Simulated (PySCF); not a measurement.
Where the electron goes

C₄H₁₅BN₂Si.
Cartesian coordinates in Å at the PBE0-D3(BJ)/def2-SVP level; atoms count from 1:
```xyz
23
C4H15BN2Si angstrom
B     -3.5372   -0.0483   -0.3618
C     -2.2030   -0.8404   -0.2064
N     -1.0037   -0.1282    0.1868
C     -1.0234    0.3710    1.5372
Si     0.2259    0.3649   -0.9275
N      1.7743    0.1686   -0.1762
C      2.8614    1.0978   -0.3315
C      2.1334   -1.0780    0.4495
H     -3.5834    1.1581   -0.2726
H     -4.5518   -0.6566   -0.6232
H     -2.3691   -1.7296    0.4433
H     -2.0544   -1.3000   -1.2085
H     -1.1502   -0.4519    2.2678
H     -1.8427    1.0963    1.7130
H     -0.0712    0.8713    1.7693
H     -0.0477   -0.4842   -2.1362
H      0.2188    1.8044   -1.3502
H      2.5047    2.0368   -0.7803
H      3.3195    1.3460    0.6456
H      3.6703    0.7036   -0.9789
H      2.8652   -1.6599   -0.1465
H      2.5823   -0.9110    1.4474
H      1.2371   -1.7010    0.5912
```

Computed with TDDFT CAM-B3LYP/def2-SVPD, vertical, gas phase, core orbitals frozen in the response in PySCF 2.14.0, density-fitted response routines.

Kohn–Sham orbitals with the atoms that hold most of them (Löwdin shares over 4%, at most four atoms; ? is withheld):

| orbital | ε (eV) | atoms |
| --- | --- | --- |
| HOMO-3 | -10.75 | B1 34%, H10 18%, H9 18%, N3 8% |
| HOMO-2 | -10.57 | Si5 31%, H17 22%, H16 17%, C2 7% |
| HOMO-1 | -7.70 | ? |
| HOMO | -7.50 | ? |
| LUMO | ? | B1 54%, C2 14%, H9 11%, H10 10% |
| LUMO+1 | 1.15 | B1 27%, Si5 11%, C8 6%, C4 6% |
| LUMO+2 | 1.44 | B1 31%, C7 12%, C8 8%, Si5 8% |

Question: Give the leading atoms of the HOMO.

Answer: N3 (bonded to 2 C and Si) 44%; N6 (bonded to 2 C and Si) 9%; C2 (bonded to B, N and 2 H) 8%; Si5 (bonded to 2 N and 2 H) 7%. By element: nitrogen 53%, carbon 8% or more, silicon 7%.

Question: Give the leading atoms of the HOMO-1.

Answer: N6 (bonded to 2 C and Si) 46%; N3 (bonded to 2 C and Si) 9%; C7 (bonded to N and 3 H) 8%; C8 (bonded to N and 3 H) 8%. By element: nitrogen 55%, carbon 16% or more.

Question: What is the LUMO energy, and the HOMO–LUMO gap?

Answer: ε(LUMO) = -0.26 eV; the gap is 7.24 eV (0.2662 hartree).

Question: The HOMO–LUMO gap is 7.24 eV. Where does the response calculation put the lowest singlet, and from which orbitals?

Answer: S1 is at 3.96 eV (f = 0.0004), 3.29 eV below the gap, made of HOMO→LUMO (84%), HOMO-1→LUMO (12%). 

Question: One configuration dominates each of S1 and S2. Which, and how do the shares of the two leading atoms of either orbital change from the occupied to the empty one?

Answer: 
- S1 (3.96 eV, f 0.0004), HOMO→LUMO (84%): N3 44% → at most 10%, N6 9% → at most 10%, B1 at most 8% → 54%, C2 8% → 14%
- S2 (5.61 eV, f 0.0018), HOMO-1→LUMO (81%): N6 46% → at most 10%, N3 9% → at most 10%, B1 at most 8% → 54%, C2 at most 8% → 14%

Löwdin shares depend on the basis, the more so with diffuse functions.

One conformer stands for the species.
